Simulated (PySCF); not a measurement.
Breaking a bond: SMILES BB. The B1–B4 bond (B1 also carries H, H; B4 carries H, H) is varied alone, starting from the PBE0/def2-TZVP optimised geometry.

Levels: RMP2 = MP2 on RHF/cc-pVDZ, 2 core orbitals frozen (PySCF); RKS-PBE = restricted PBE/cc-pVDZ (PySCF); RCCSD(T) = CCSD(T) on RHF/cc-pVDZ, 2 core orbitals frozen (PySCF).

Energies are in kJ/mol, each relative to the lowest point of its own curve near equilibrium.

| R / Å | RMP2 | RKS-PBE | RCCSD(T) |
|---|---|---|---|
| 1.22 | 393.9 | 332.6 | 396.4 |
| 1.31 | 214.7 | [?] | 216.8 |
| 1.39 | 113.4 | [?] | 115.1 |
| 1.48 | 45.2 | 28.3 | 46.4 |
| 1.54 | 19.3 | 9.4 | 20.2 |
| 1.58 | 8.7 | 2.8 | 9.4 |
| 1.63 | 1.5 | 0.0 | 1.9 |
| 1.69 | 0.0 | 2.9 | 0.0 |
| 1.73 | 2.5 | 7.9 | 2.2 |
| 1.79 | 10.5 | 18.7 | 9.7 |
| 1.88 | 29.4 | [?] | 27.9 |
| 2.02 | 69.5 | [?] | 66.4 |
| 2.20 | 129.8 | 141.6 | 124.1 |
| 2.42 | 205.7 | 212.7 | 195.3 |
| 2.69 | 292.2 | 291.4 | 273.0 |
| 2.90 | 351.5 | 344.3 | 322.8 |
| 3.28 | 438.7 | 421.4 | 386.6 |
| 3.58 | 489.8 | 467.1 | 415.1 |
| 4.00 | 537.4 | 513.3 | [?] |
| 4.43 | 560.9 | 544.8 | 431.7 |
| 4.86 | 562.7 | 565.3 | 426.4 |
| 5.69 | — | 586.3 | [?] |

Problem. Complete the blanks.

Solution. 
- 1.31, RKS-PBE: 171.4
- 1.39, RKS-PBE: 83.8
- 1.88, RKS-PBE: 40.6
- 2.02, RKS-PBE: 82.5
- 4.00, RCCSD(T): 431.2
- 5.69, RCCSD(T): 416.1

Dashes: no converged value, or the column stops at the first point that the program doubted or that broke a chosen test of continuity, which isn't proof of a fault.

The restricted form behind RMP2, RKS-PBE keeps the bonding electrons paired and can't separate into open-shell fragments.
